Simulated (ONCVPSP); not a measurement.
palladium (Pd), ONCV: configuration errors across variants

Pd (Z = 46), optimised norm-conserving Vanderbilt (ONCV), made with ONCVPSP 4.0.1 (PBEsol, fully relativistic). Core [Ar] 3d10, reference 4s2 4p6 4d8 (charge +2). Waves: 4s: rc 1.10 bohr, ncon 4, nbas 8, qcut 6.6 1/bohr, 2 projectors, debl 1.7 Ha; 4p: rc 1.05 bohr, ncon 4, nbas 7, qcut 6.5 1/bohr, 3 projectors, debl 2.3 Ha; 4d: rc 1.60 bohr, ncon 4, nbas 9, qcut 9.3 1/bohr, 3 projectors, debl 0.4 Ha. Local part: polynomial inside 0.75 bohr (lpopt 2, dvloc0 -1 Ha). Core correction: none.

Open shells are filled in proportion to 2j + 1.

In the s channel the program set the typed energies aside and used -4.054, 0.250 Ha. In the p channel the program set the typed energies aside and used -2.741, 0.250, 2.550 Ha (j = l + 1/2; the other j can differ). In the d channel the program set the typed energies aside and used -0.996, 0.250, 0.650 Ha (j = l + 1/2; the other j can differ).

All-electron excitation energies from the reference (eV): (1) 4s2 4p6 4d10 -29.944; (2) 4s2 4p6 4d9 -20.819; (3) 4s2 4p6 4d7 34.346; (4) 4s2 4p6 4d9 5s1 -28.430.

A true bound ghost makes a file unfit for plane-wave use even where its test errors are small: the radial tests pick states by their node count and pass the ghost by.

Errors AE − PS in meV (a dash: test not solved or not reliable):

| change | (1) | (2) | (3) | (4) | bound ghosts | GHOST(+) flags above zero |
| --- | --- | --- | --- | --- | --- | --- |
| base | -0.2 | +0.2 | +2.5 | -0.1 | p3/2, p1/2 | s |
| s: qcut 6.5 | -0.2 | +0.2 | +2.5 | -0.1 | p3/2, p1/2 | s |
| local potential polynomial inside 0.75 bohr (lpopt 2, dvloc0 -2.5 Ha) | -0.1 | +0.2 | +2.5 | -0.1 | p3/2, p1/2 | s |

Problem. Give the same row for: s: qcut 8.5.

Solution. -0.1, +0.2, +2.5, -0.1; bound ghosts: p3/2, p1/2; GHOST(+) flags above zero: s.
